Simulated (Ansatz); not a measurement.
Mulliken charges of CH5NSn (`C=[N][SnH3]`) from r2SCAN/def2-TZVPP in Ansatz (PBE0-D4/def2-TZVP geometry).

| atom | x (Å) | y (Å) | z (Å) | charge (e) |
| --- | --- | --- | --- | --- |
| C1 | -0.955 | 0.470 | -1.223 | 0.016 |
| N2 | -1.044 | -0.016 | -0.066 | -0.443 |
| Sn3 | 0.676 | -0.403 | 0.992 | 0.699 |
| H4 | -1.870 | 0.679 | -1.794 | 0.060 |
| H5 | -0.017 | 0.719 | -1.748 | 0.049 |
| H6 | 0.601 | 0.520 | 2.421 | -0.121 |
| H7 | 2.017 | 0.045 | 0.021 | -0.139 |
| H8 | 0.684 | -2.070 | 1.341 | -0.121 |

Q: By hand: the dipole of these point charges (1 e Å = 4.8032 D).

A: Σ q r = (0.371, -0.010, 0.052) e Å, of length 0.375 e Å = 1.80 D.

Q: How does the dipole of the full density compare? (Best estimate.)

A: Ansatz gave: (0.229, 0.066, -0.140) e Å, 1.33 D; the point charges give 1.35 times that, at 42° from its direction.

Point charges leave out the atoms' own dipoles, such as those of lone pairs, and Mulliken's split depends on the basis, so the two needn't agree.
